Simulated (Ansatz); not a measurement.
```yaml
atoms:
  - { symbol: C, position_ang: [0.0000, -0.3199, -2.5472] }
  - { symbol: C, position_ang: [0.0000, 0.5172, -1.2774] }
  - { symbol: C, position_ang: [0.0000, -0.3129, 0.0000] }
  - { symbol: C, position_ang: [0.0000, 0.5172, 1.2774] }
  - { symbol: C, position_ang: [0.0000, -0.3199, 2.5472] }
  - { symbol: H, position_ang: [0.0000, 0.3097, -3.4502] }
  - { symbol: H, position_ang: [0.8874, -0.9716, -2.5971] }
  - { symbol: H, position_ang: [-0.8874, -0.9716, -2.5971] }
  - { symbol: H, position_ang: [-0.8797, 1.1855, -1.2742] }
  - { symbol: H, position_ang: [0.8797, 1.1855, -1.2742] }
  - { symbol: H, position_ang: [0.8803, -0.9824, 0.0000] }
  - { symbol: H, position_ang: [-0.8803, -0.9824, 0.0000] }
  - { symbol: H, position_ang: [-0.8797, 1.1855, 1.2742] }
  - { symbol: H, position_ang: [0.8797, 1.1855, 1.2742] }
  - { symbol: H, position_ang: [0.0000, 0.3097, 3.4502] }
  - { symbol: H, position_ang: [-0.8874, -0.9716, 2.5971] }
  - { symbol: H, position_ang: [0.8874, -0.9716, 2.5971] }
```

Basis set: def2-TZVP (spherical functions). Left uncorrelated: 5 orbitals. Charge 0, multiplicity 1.

Computed with Ansatz (development build ahead of 0.2.0); each method stands on the lowest determinant of its kind that the runs found. Restricted open shells among the atoms or ions are ROHF, correlated in semicanonical orbitals with singles.

(1) Give the atomization energy at this shape (free ground-state atoms in the same class of orbitals less the molecule, no zero-point energy) of singlet C₅H₁₂ by RHF-MP2, RHF.

Answers

(1)

| method | atomization energy |
| --- | --- |
| RHF-MP2 | 67.25 eV |
| RHF | 53.53 eV |
